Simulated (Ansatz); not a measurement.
H₁₁Si₆ (SMILES [SiH]1[SiH2][SiH2][SiH2][SiH2][SiH2]1), doublet, geometry from GFN2-xTB; PBE0/STO-3G run with Ansatz (a first-principles code).

The Ansatz input:
Ansatz 0.2 input:
```yaml
crystal:
  periodic: [false, false, false]
  atoms:
    - {symbol: Si, position_ang: [-2.00928681, 0.31082660, 1.04009462]}
    - {symbol: Si, position_ang: [-0.99917176, 1.88841840, -0.30786964]}
    - {symbol: Si, position_ang: [1.33189105, 1.86714352, -0.19955031]}
    - {symbol: Si, position_ang: [2.16544122, -0.29385339, -0.43750807]}
    - {symbol: Si, position_ang: [0.52549777, -1.90244534, -0.79030876]}
    - {symbol: Si, position_ang: [-1.22044177, -1.84448819, 0.75266407]}
    - {symbol: H, position_ang: [-1.87499552, 0.71935075, 2.45827646]}
    - {symbol: H, position_ang: [-1.55553093, 3.23387203, -0.11514543]}
    - {symbol: H, position_ang: [-1.38026573, 1.55425403, -1.69439246]}
    - {symbol: H, position_ang: [1.70927656, 2.39928772, 1.12036694]}
    - {symbol: H, position_ang: [1.97417437, 2.80156719, -1.13565077]}
    - {symbol: H, position_ang: [3.19097114, -0.33738215, -1.48875925]}
    - {symbol: H, position_ang: [2.91262466, -0.65638541, 0.77738508]}
    - {symbol: H, position_ang: [1.09306438, -3.24634636, -0.95936981]}
    - {symbol: H, position_ang: [-0.08846579, -1.63116720, -2.10228082]}
    - {symbol: H, position_ang: [-0.77260544, -2.47247584, 2.00725274]}
    - {symbol: H, position_ang: [-2.32326312, -2.72299726, 0.32701094]}
basis:
  gaussian:
    orbitals: STO-3G
hamiltonian:
  xc: pbe0
magnetization: {spin_polarized: true, initial_magnetization: 1}
scf: {lower_state_search: full}
```

The log (banner, timings and long lists left out):

```
Functional definition: PBE0
731 factors; integrals over basis functions are off by at most 4.8e-5 eV
mean field evaluation 1: about -46876.6627 eV, gradient 1.6e1 eV
mean field evaluation 2: about -46876.6198 eV, gradient 1.6e1 eV
mean field evaluation 4: about -46878.7344 eV, gradient 6.0e-1 eV
mean field evaluation 8: about -46878.7382 eV, gradient 2.1e-2 eV
mean field evaluation 16: about -46844.2793 eV, gradient 4.2e1 eV
mean field evaluation 32: about -46878.7382 eV, gradient 6.4e-5 eV
mean field evaluation 64: about -46878.7382 eV, gradient 5.7e-5 eV
mean field -46878.73820222 eV, -1722.7618533814 hartree, gradient 4.8e-5 eV, S^2 0.751576; 3 other end points of the search recorded, 0 dependent functions left out
reference -46878.73822489 eV, -1722.7618542147 hartree; 48, 47 occupied and 17, 18 virtual orbitals, 731 factors
Total energy: -46878.73822489 eV, -1722.7618542147 hartree
```
